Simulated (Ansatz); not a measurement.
Coupled-cluster run, C2H7NSi, SMILES `CC[Si]N`.

```yaml
crystal:
  periodic: [false, false, false]
  atoms:
    - {symbol: C, position_ang: [0.014118, 1.474531, 0.039203]}
    - {symbol: C, position_ang: [-0.647208, 0.240745, -0.584011]}
    - {symbol: Si, position_ang: [-0.912304, -1.096615, 0.758467]}
    - {symbol: N, position_ang: [0.561250, -1.940341, 0.561671]}
    - {symbol: H, position_ang: [1.019184, 1.247808, 0.405246]}
    - {symbol: H, position_ang: [-0.559885, 1.852570, 0.891418]}
    - {symbol: H, position_ang: [0.102486, 2.294542, -0.678414]}
    - {symbol: H, position_ang: [-1.620981, 0.521373, -0.999901]}
    - {symbol: H, position_ang: [-0.043471, -0.137648, -1.417349]}
    - {symbol: H, position_ang: [1.271404, -1.740541, -0.128617]}
    - {symbol: H, position_ang: [0.815405, -2.716403, 1.152305]}
basis:
  gaussian: {orbitals: def2-QZVPP}
correlation: {method: ccsd_t}
```

```sh
$ ansatz run in.yaml --threads 2 --pin off --events-out ev --progress --plain --max-ram 32768MiB --backend cuda --devices 0, --max-vram 18GiB
```

Output of Ansatz, abridged:

```
Functional definition: HF
2655 factors; integrals over basis functions are off by at most 7.6e-4 eV
mean field evaluation 1: about -11512.3438 eV, gradient 4.7e1 eV
mean field evaluation 2: about -11512.4361 eV, gradient 4.7e1 eV
mean field evaluation 4: about -11517.5885 eV, gradient 4.1e0 eV
mean field evaluation 8: about -11517.6670 eV, gradient 3.3e-1 eV
mean field -11517.66765498 eV, -423.2664793649 hartree, gradient 4.1e-6 eV, S^2 0.000000; 0 other end points of the search recorded, 0 dependent functions left out; unrestricted orbitals would lower it
8 core orbitals not correlated: weight in the atoms' cores, before any rotation towards them, 1.000 or more for the frozen orbitals, at most 0.000 for the correlated occupied ones
reference -11517.66765498 eV, -423.2664793649 hartree; 12, 12 occupied and 431, 431 virtual orbitals, 2655 factors
second order -19.59602591 eV of doubles, -0.00000000 eV of singles
cycle   1  -19.98436408 eV  change   -3.9e-1 eV  update   9.4e-2
cycle   2  -20.48356419 eV  change   -5.0e-1 eV  update   3.0e-2
cycle   3  -20.57960457 eV  change   -9.6e-2 eV  update   1.5e-2
cycle   4  -20.56716437 eV  change    1.2e-2 eV  update   4.2e-3
cycle   5  -20.56613180 eV  change    1.0e-3 eV  update   2.1e-3
cycle   6  -20.56641270 eV  change   -2.8e-4 eV  update   6.4e-4
cycle   7  -20.56607534 eV  change    3.4e-4 eV  update   2.6e-4
cycle   8  -20.56611521 eV  change   -4.0e-5 eV  update   1.0e-4
cycle   9  -20.56615226 eV  change   -3.7e-5 eV  update   3.9e-5
cycle  10  -20.56612985 eV  change    2.2e-5 eV  update   1.8e-5
perturbative correction -0.88069290 eV, -0.0323648672 hartree
Total energy: -11539.11447773 eV, -424.0546355637 hartree
```

Run time 27 s (2 threads of an AMD EPYC 7R13 on a shared host and a share of an NVIDIA H100 80 GB); peak host memory 2.3 GiB.

MP2 recovers 91.4 % of the CCSD(T) correlation energy and the triples give 4.1 %; T1 = 0.0124.
